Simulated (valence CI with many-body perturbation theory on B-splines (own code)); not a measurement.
# Forbidden lines of Ag XVI

Calculated by configuration interaction combined with many-body perturbation theory (CI+MBPT): four valence electrons over a frozen Dirac-Fock core [Ar] 3d10, a basis of 11 s, 11 p, 9 d, 7 f, 5 g, 2 h, 1 i functions for each j, with the one-electron correlation potential Σ1, the two-electron term Σ2, the three-electron term Σ3, Breit, model QED; selected CI, second order for the rest (own B-spline code, finite nucleus).

No measured spectrum was set against this ion. As an estimate, levels hold to about 250 cm⁻¹ or 0.2 % of their energy and the worst to 1 %, as in measured heavy ions of charge 2 to 7; those with d or f electrons hold less well.

Lines 1 to 14 of 14 in falling wavelength, among levels below 125.16 eV, chosen from the decays that carry over 1 % of a level's rate. Wavelengths and rates use the calculated energies, so an error of 1000 cm⁻¹ moves a line at 181.2 nm by 1.8 % and its rate by three times that or more. Electric multipoles are in the length gauge, E1 and E2 with the static RPA response of the core. S is in atomic units (e²a₀⁴ for E2 and M2, e²a₀⁶ for E3), for M1 in squared Bohr magnetons. Weak lines are less certain than strong ones. Lines between different terms over intervals too small for the method are left out, as are lines whose strength nearly cancels.

Names give the largest LS component (configuration and term), which can be under half, so a name can repeat, a term be missing and a line seem to break the LS rules; names also repeat where a configuration has a term twice.

| λ vac (nm) | Upper | Lower | Type | A (s⁻¹) | S (a.u.) |
| --- | --- | --- | --- | --- | --- |
| 711.7 | 4s²4p² ³P_2 | 4s²4p² ³P_1 | M1 | 2.07e+01 | 1.38e+00 |
| 258.1 | 4s²4p4d ³F°_4 | 4s²4p4d ³F°_3 | M1 | 1.08e+03 | 6.20e+00 |
| 230.6 | 4s²4p² ³P_1 | 4s²4p² ³P_0 | M1 | 1.23e+03 | 1.68e+00 |
| 181.2 | 4s²4p² ¹D_2 | 4s²4p² ³P_2 | M1 | 1.69e+03 | 1.86e+00 |
| 174.2 | 4s²4p² ³P_2 | 4s²4p² ³P_0 | E2 | 4.95e+00 | 3.54e-01 |
| 144.4 | 4s²4p² ¹D_2 | 4s²4p² ³P_1 | M1 | 2.01e+03 | 1.12e+00 |
| 107.8 | 4s²4p² ¹S_0 | 4s²4p² ³P_2 | E2 | 1.52e+02 | 1.97e-01 |
| 93.59 | 4s²4p² ¹S_0 | 4s²4p² ³P_1 | M1 | 1.05e+04 | 3.18e-01 |
| 57.87 | 4s²4p4d ³F°_4 | 4s4p³ ³P°_2 | E2 | 7.14e+01 | 3.72e-02 |
| 45.98 | 4s²4p4d ³F°_4 | 4s4p³ ³D°_3 | M1 | 8.98e+01 | 2.91e-03 |
| 42.68 | 4s²4p4d ³F°_4 | 4s4p³ ³D°_2 | E2 | 1.61e+02 | 1.83e-02 |
| 33.20 | 4s²4p4d ³F°_4 | 4s4p³ ⁵S°_2 | E2 | 2.23e+02 | 7.22e-03 |
| 20.05 | 4s²4p4d ³F°_4 | 4s²4p² ¹D_2 | M2 | 1.95e+02 | 5.07e-04 |
| 18.05 | 4s²4p4d ³F°_4 | 4s²4p² ³P_2 | M2 | 3.02e+01 | 4.65e-05 |
